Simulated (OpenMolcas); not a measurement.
Computed levels of 2s² 2p⁴ in ions with 8 electrons, in cm-1 above ³P₂.

```yaml
Program: OpenMolcas 26.06
Method: CASSCF
Basis: ANO-RCC-VTZP
Scalar_Hamiltonian: DKH2, point nucleus
Spin-orbit_coupling: state interaction with AMFI integrals over the reference wave functions, term energies averaged over their components
```

Active space for each ion: 6 electrons in 8 orbitals (2s 2p 3s 3p).

```
Level      O   Ne2+
  ³P₁    140    582
  ³P₀    209    857
  ¹D₂  17613  28006
  ¹S₀  30449  51635
```

Estimate ³P₀, ¹D₂, ¹S₀ for F+ from its neighbours O and Ne2+.

³P₀ is fine structure, which grows about as the fourth power of a screened charge, so the fourth roots are averaged: ((209^0.25 + 857^0.25) / 2)^4 = 450. The calculation gives 455, so the estimate is off by -1.1 %; the measured value is 490 (NIST Handbook of Basic Atomic Spectroscopic Data).
¹D₂ is another term, which grows about linearly with the charge: (17613 + 28006) / 2 = 22810. The calculation gives 22878, so the estimate is off by -0.3 %; the measured value is 20873 (NIST Handbook of Basic Atomic Spectroscopic Data).
¹S₀ is another term, which grows about linearly with the charge: (30449 + 51635) / 2 = 41042. The calculation gives 41073, so the estimate is off by -0.1 %; the measured value is 44918 (NIST Handbook of Basic Atomic Spectroscopic Data).

Active for correlation alone: 3p 3s; no level in the range computed is led by a configuration that fills them, so any true level of that kind is missing. Without dynamic correlation excited terms often stand tens of per cent too high (terms of higher spin than the ground term too low), and those without a measured partner can miss by more than the paired ones (holds for O; F+). Measured partners are found by configuration, term and J. A level has none where our copy of the source lacks it or the pairing is in doubt (some pairs that miss far off the trend of their configuration count as doubtful), and it then counts in no deviation. Levels of configurations outside the active space are missing.
